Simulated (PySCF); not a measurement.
# Chromium: highly charged ions in a basis for the neutral atom

Cr¹⁰⁺ [Ne] 3s2 3p2, Cr¹¹⁺ [Ne] 3s2 3p1. Calculation: PySCF 2.14, in x2c-SVPall (5s3p3d1f, 36 functions); the spin-free X2C one-electron Hamiltonian (Gaussian nucleus). No spin-orbit coupling, so a gap to NIST mixes the basis error with missing relativistic terms.

Changed run: basis of the neutral atom used for a highly charged ion. This setting is unsound on purpose.

```json
{"species": "Cr¹⁰⁺", "method": "UHF", "sound run (hartree)": "not run", "changed run (hartree)": "-1010.03528", "converged": "yes"}
{"species": "Cr¹⁰⁺", "method": "PBE0", "sound run (hartree)": "not run", "changed run (hartree)": "-1010.42352", "converged": "yes"}
{"species": "Cr¹⁰⁺", "method": "MN15", "sound run (hartree)": "not run", "changed run (hartree)": "-1010.99212", "converged": "yes"}
{"species": "Cr¹¹⁺", "method": "UHF", "sound run (hartree)": "not run", "changed run (hartree)": "-1000.25819", "converged": "yes"}
{"species": "Cr¹¹⁺", "method": "PBE0", "sound run (hartree)": "not run", "changed run (hartree)": "-1000.60906", "converged": "yes"}
{"species": "Cr¹¹⁺", "method": "MN15", "sound run (hartree)": "not run", "changed run (hartree)": "-1001.15093", "converged": "yes"}
```

Ionisation energy of Cr¹⁰⁺:

| method | changed run (eV) | NIST (eV) |
| --- | --- | --- |
| UHF | 266.05 | 270.8 ± 0.5 |
| PBE0 | 267.07 | 270.8 ± 0.5 |
| MN15 | 267.79 | 270.8 ± 0.5 |

The contracted functions were made for the neutral atom and can be too rigid for a highly charged ion.
